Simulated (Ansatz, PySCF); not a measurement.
Gas-phase reaction in SMILES: O=CO → [OH] (HO) + [CH]=O (the C-O bond at the site shown breaks; other sites are not compared here)
Each molecule is optimised on its own at B3LYP-D3(BJ)/def2-TZVP (Ansatz, a program for electronic structure), one conformer each, not searched for the lowest.

Quantity: bond dissociation energy (enthalpy at 298 K, with B3LYP-D3(BJ) rigid-rotor harmonic-oscillator terms from PySCF), in eV. Valence correlation only, unless marked. Open shells are spin-unrestricted. No spin-orbit coupling. Non-relativistic unless marked X2C. Basis-set limits of correlation are two-point, X^-3; Hartree-Fock from the larger set.

```json
[
 {"level": "HF/cc-pVDZ", "program": "Ansatz", "bond dissociation energy (eV)": "3.26"},
 {"level": "PBE/def2-TZVPD", "program": "Ansatz", "bond dissociation energy (eV)": "4.83"}
]
```

Task: Predict the CCSD(T)/CBS(cc-pVTZ,cc-pVQZ) result (Ansatz).

Result: 4.76 eV
